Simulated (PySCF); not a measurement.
Species: C4H12Si2.
Atom-mapped SMILES: `[SiH3:1][CH2:2][SiH2:3][CH:4]1[CH2:5][CH2:6]1` (hydrogens: H7, H8, H9 on Si1; H10, H11 on C2; H12, H13 on Si3; H14 on C4; H15, H16 on C5; H17, H18 on C6)

Cartesian coordinates in Å at the PBE0-D3(BJ)/def2-SVP level; atoms count from 1:
```
atom  x, y, z in Å
Si1   -3.314   -0.142    0.430
C2    -1.698    0.197   -0.470
Si3   -0.150   -0.495    0.349
C4     1.396   -0.035   -0.590
C5     2.042    1.312   -0.366
C6     2.722    0.077    0.124
H7    -3.549   -1.615    0.545
H8    -3.275    0.435    1.810
H9    -4.473    0.463   -0.297
H10   -1.772   -0.217   -1.491
H11   -1.575    1.289   -0.577
H12   -0.021    0.069    1.732
H13   -0.277   -1.983    0.463
H14    1.451   -0.413   -1.618
H15    1.598    1.985    0.375
H16    2.463    1.827   -1.234
H17    2.748   -0.104    1.203
H18    3.615   -0.267   -0.404
```

Linear response at B3LYP/def2-SVPD (PySCF, frozen core in the response, non-relativistic).

Static isotropic polarisability: 103.11 au (15.28 Å³), principal values 88.2, 93.5, 127.6 au.

What is the polarisability at 1064 nm and at the sodium D line?

104.10 au at 1064 nm (+1.0 %), 106.42 au at 589.3 nm (+3.2 %). The rise at 589.3 nm is 3.36 times that at 1064 nm; a pure ω² law gives 3.26. The lowest singlet lies at 174 nm, shorter than both wavelengths.

What is the isotropic C6 coefficient between two such molecules, C6 = (3/π)∫α(iω)² dω?

3890 au (Eh·bohr⁶) by a ten-point quadrature over imaginary frequencies, which is 2320 eV·Å⁶ or 224 J·nm⁶/mol.

Which effective excitation energy ω̄ makes London's formula C6 = (3/4)α²ω̄ exact here?

ω̄ = 4·C6/(3α²) = 0.488 Eh = 13.3 eV. A one-pole form α(ω) = α/(1 − ω²/ω̄²) fitted to the 1064 nm value gives 12.0 eV. London's choice of the ionisation energy (9.73 eV, ΔSCF at the same level) gives C6 = 2850 au, 27 % too low.

The lowest 6 singlets have (eV, f): 7.14, 0.034; 7.42, 0.016; 7.45, 0.025; 7.63, 0.003; 7.78, 0.120; 7.90, 0.109. What share of the static polarisability do they carry in the sum over states α = Σ f/ω²?

3.84 au, 3.7 % of α; the largest term, 1.47 au, is that of the state at 7.78 eV. Their oscillator strengths add up to 0.31. Higher states carry the rest.

What molar refraction at the D line follows from R = (4π/3)·N_A·α′, with α′ the polarisability volume?

α′ = 15.77 Å³ gives R = 39.78 cm³/mol, for isolated, non-vibrating species.

What n − 1 at the D line would an ideal gas of it have at 273.15 K and 1 atm (2.6868 × 10¹⁹ cm⁻³), by n − 1 = 2π·N·α′?

26.62 × 10⁻⁴, a formal value whether or not that pressure can be reached.

How anisotropic is the static polarisability, by Δα² = ½[(α1 − α2)² + (α2 − α3)² + (α3 − α1)²]?

Δα = 37.1 au, or 0.36 of the isotropic value.

One conformer stands for the species.
